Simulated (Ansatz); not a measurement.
`BCB[SiH2]F` + `[SnH4]` → `F[SiH2][BH][SnH3]` + `BC` at 500 K and 1 bar (formal exchange of groups at a B–C bond).

Gas-phase electronic energies from Ansatz, PBE0-D4/def2-TZVP geometries. CCSD(T)/CBS adds triple-zeta CCSD(T) − MP2 to the extrapolated MP2 energy (def2 sets, frozen cores). This one scheme is used for every species. def2 core potentials past Kr. For Sn outer-core shells are correlated without core-valence functions, which leaves a few kJ/mol of doubt a bond. One conformer a species, not always the lowest.

```csv
species,CCSD(T)/CBS energy (Eh),H − E (kJ/mol),S (J/(mol·K))
`BCB[SiH2]F`,-480.74436,260.7,440.5
`[SnH4]`,-216.39156,91.5,258.6
`F[SiH2][BH][SnH3]`,-631.29744,186.9,458.3
`BC`,-65.83255,172.2,281.8
```

H − E and S are ideal-gas, rigid-rotor, harmonic terms from PBE0-D4/def2-TZVP, for one conformer and one mirror image of each species. 1 Eh = 2625.50 kJ/mol, R = 8.31446 J/(mol·K).

**Question.** By hand: ΔE, ΔH, ΔS and ΔG.

**Answer.** ΔE = (-631.29744) + (-65.83255) − (-480.74436) − (-216.39156) = 0.00593 Eh = 15.6 kJ/mol. Δ(H − E) = 186.9 + 172.2 − 260.7 − 91.5 = 6.9, so ΔH = 22.5 kJ/mol. ΔS = 458.3 + 281.8 − 440.5 − 258.6 = 41.0 J/(mol·K). ΔG = 22.5 − 500 × (41.0)/1000 = 2.0 kJ/mol.

**Question.** By hand: the equilibrium constant, and the temperature at which ΔG would vanish if ΔH and ΔS stayed fixed.

**Answer.** log₁₀ K = −ΔG/(RT ln 10) = -0.2. ΔG = 0 at ΔH/ΔS = 549 K.

TΔS isn't small against ΔH here. The sign of ΔG lies within the doubt. A doubt of 5 kJ/mol in ΔE shifts log₁₀ K by 0.5 here. Other conformers and mirror images would add mixing entropy, several J/(mol·K) or more a flexible species. Modes under 60 cm⁻¹, often nearly free rotors, make the harmonic entropy too high. These are equilibria of isolated gas molecules and say nothing of rates. Largest T1 diagnostic: 0.014 (customary marks: 0.02 for closed shells, 0.045 for open ones).
